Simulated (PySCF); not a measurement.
Match each property card to its molecule.

Structures:
1. `O=C1OC[C@@H]1CCl`
2. `C#CC#CC#CC(=O)O`
3. `C(C[P@@+]([AlH3-])(P)C)=C`

Card P (geometry PBE0-D3(BJ)/def2-SVP):
* Rotational constants A, B, C: 12.248, 0.456, 0.439 GHz
* Static isotropic polarisability (CAM-B3LYP/def2-SVPD): 114.4 au
* Strongest line among the 6 lowest singlet transitions (TDDFT CAM-B3LYP/def2-SVPD): S6 at 5.74 eV (216 nm, f = 0.334)
* HOMO energy (CAM-B3LYP/def2-SVPD): -8.72 eV
* Dipole moment (CAM-B3LYP/def2-SVPD): 2.26 D
* Lowest singlet excitation (TDDFT CAM-B3LYP/def2-SVPD): 3.33 eV (373 nm, f = 0.000)

Card Q (geometry PBE0-D3(BJ)/def2-SVP):
* Rotational constants A, B, C: 5.332, 1.204, 1.025 GHz
* Static isotropic polarisability (CAM-B3LYP/def2-SVPD): 65.3 au
* Lowest singlet excitation (TDDFT CAM-B3LYP/def2-SVPD): 5.89 eV (210 nm, f = 0.002)
* Dipole moment (CAM-B3LYP/def2-SVPD): 2.53 D
* Point group: C1
* HOMO energy (CAM-B3LYP/def2-SVPD): -9.91 eV

Card R (geometry PBE0-D3(BJ)/def2-SVP):
* Rotational constants A, B, C: 1.308, 1.154, 0.923 GHz
* Static isotropic polarisability (CAM-B3LYP/def2-SVPD): 135.2 au
* Point group: C1
* 13C chemical shifts (computed TMS as zero) by class (GIAO CAM-B3LYP/pcSseg-1): 140.6 (1 C), 133.2 (1 C), 32.7 (1 C), 10.2 (1 C) ppm
* Lowest singlet excitation (TDDFT CAM-B3LYP/def2-SVPD): 5.95 eV (208 nm, f = 0.207)
* Strongest line among the 10 lowest singlet transitions (TDDFT CAM-B3LYP/def2-SVPD): S1 at 5.95 eV (208 nm, f = 0.207)
* Core binding energies (ΔSCF SCAN, pcX-2 on the ionised atom, pcseg-1 elsewhere, spin-free X2C, 2p3/2 from a spin–orbit splitting computed afterwards within the 2p shell): P2p3/2 136.8, P2p3/2 137.0, C1s 290.3, C1s 290.9, C1s 291.2, C1s 291.2, Al1s 1565.0, P1s 2150.4, P1s 2150.5 eV

All species are isolated and taken at one optimised geometry, non-relativistic unless stated; the electronic structure was computed with PySCF and density fitting. NMR classes are plain means over equivalent atoms (diastereotopic ones count apart unless rotation or inversion swaps them), as if these changed places fast.

Q: Which card belongs to which structure?

A: P = 2, Q = 1, R = 3. What ties each card to its structure:
- 1 (card Q), C4H5ClO2, monoisotopic mass 120.0 u, 7 heavy atoms: an asymmetric top with C = 1.025 GHz, the highest such constant on the cards; polarisability 65.3 au for 62 electrons, the smallest shown; dipole 2.53 D.
- 2 (card P), C7H2O2, monoisotopic mass 118.0 u, 9 heavy atoms: an asymmetric top with C = 0.439 GHz, the lowest such constant on the cards; polarisability 114.4 au for 60 electrons; dipole 2.26 D.
- 3 (card R), C4H13AlP2, monoisotopic mass 150.0 u, 7 heavy atoms: 4 C in 4 classes; core lines of Al, C and P; the least shielded carbon (140.6 ppm) is an alkene CH carbon; an asymmetric top with C = 0.923 GHz; polarisability 135.2 au for 80 electrons, the largest shown.
